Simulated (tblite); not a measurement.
Start geometry of `C/C=C\OCCC([O])=O` [radical] from a force field or distance geometry (Å):
```
atom  x, y, z in Å
C1    -2.1559   -1.0910   -0.9659
C2    -2.4592    0.2508   -0.3870
C3    -1.5353    1.2099   -0.3070
O4    -0.2483    1.0702   -0.7907
C5     0.6680    0.3858    0.0715
C6     2.0463    0.2913   -0.5766
C7     2.9959   -0.4154    0.3252
O8     4.3302   -0.6139   -0.0556
O9     2.6190   -0.8486    1.4467
H10   -3.0874   -1.3611   -1.5451
H11   -1.2439   -1.1102   -1.5657
H12   -2.1150   -1.8392   -0.1387
H13   -3.4646    0.4516    0.0309
H14   -1.8083    2.1652    0.1261
H15    0.7390    0.9935    0.9975
H16    0.2482   -0.6234    0.2862
H17    2.0297   -0.2487   -1.5372
H18    2.4329    1.3396   -0.6910
```

What comes out of this run: GFN2-xTB geometry optimisation, gas phase (tblite 0.8.0)?

```
atom  x, y, z in Å
C1    -2.7428   -0.9633   -1.2841
C2    -2.3337    0.3791   -0.7943
C3    -1.2248    0.6189   -0.0865
O4    -0.3801   -0.3644    0.2827
C5     0.8881    0.0017    0.7722
C6     1.8382   -0.0135   -0.4071
C7     3.3858    0.4290    0.0929
O8     3.9665    0.8628   -0.8689
O9     3.5525    0.2101    1.2620
H10   -2.9236   -0.9317   -2.3580
H11   -1.9763   -1.7002   -1.0651
H12   -3.6744   -1.2682   -0.8072
H13   -2.9886    1.2081   -1.0129
H14   -0.9711    1.6216    0.2444
H15    0.8636    0.9878    1.2499
H16    1.1870   -0.7456    1.5114
H17    1.9762   -1.0112   -0.8184
H18    1.5487    0.6853   -1.1894
```

The energy falls by 41.4 kcal/mol over 179 L-BFGS steps, the largest force on an atom goes from 6.43 to 0.008 eV/Å, and the atoms move by 1.159 Å rms after alignment. Among the bonds, C6–C7 and C7–O8 change most and about equally (-0.197 to +0.197 Å). Bonds longer at the end by more than 0.005 Å: 1 of 17; shorter: 14. Among the angles that change most is O8–C7–O9, from 118.5° to 140.9°. Among the dihedrals that turn most is H14–C3–O4–C5, from 100° to -15°. Rotational constants go from 4001, 648.3, 621.8 to 4770, 603.4, 576.6 MHz. The orientation of the end geometry is arbitrary; only internal coordinates are fixed.

The run took 4.6 s wall, 4.0 s CPU on one thread of an Intel Xeon at 2.50 GHz (shared host).

Its GFN2-xTB frequencies are all real (lowest 18 cm⁻¹). 3 starts were optimised and ended at 0.00, 0.01 and 4.39 kcal/mol (GFN2-xTB); the lowest of these is shown.

One conformer stands for the species.

All values are computed, not measured.
